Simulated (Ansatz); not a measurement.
Species: NbF3 (charge 0, triplet). The spin state was set by rule; other spins were not relaxed. 
Geometry from a B3LYP-D3(BJ)/def2-TZVP (Ansatz, an electronic-structure program) optimisation:
```
Nb
F 1 1.8665
F 1 1.8900 2 127.77
F 1 1.8900 2 127.77 3 -180.00
```
Charge 0, spin multiplicity 3.

Basis-set convergence of Hartree-Fock and CCSD(T) correlation energies (hartree) with Ansatz. Valence correlation only, unless marked. UHF or UKS for open shells. Spin-orbit coupling is left out. The frozen core is the preceding noble-gas configuration, with the filled d and f shells of earlier blocks. Past Kr the def2 sets carry scalar-relativistic core potentials.

```csv
basis,functions,E(HF),"E(corr, CCSD(T))"
def2-SVP,73,-354.62157,-0.67877
def2-TZVPP,149,(withheld),(withheld)
```

Task: Fill in the missing entries.

Result: 
- def2-TZVPP, E(HF): -355.02164
- def2-TZVPP, E(corr, CCSD(T)): -0.90392
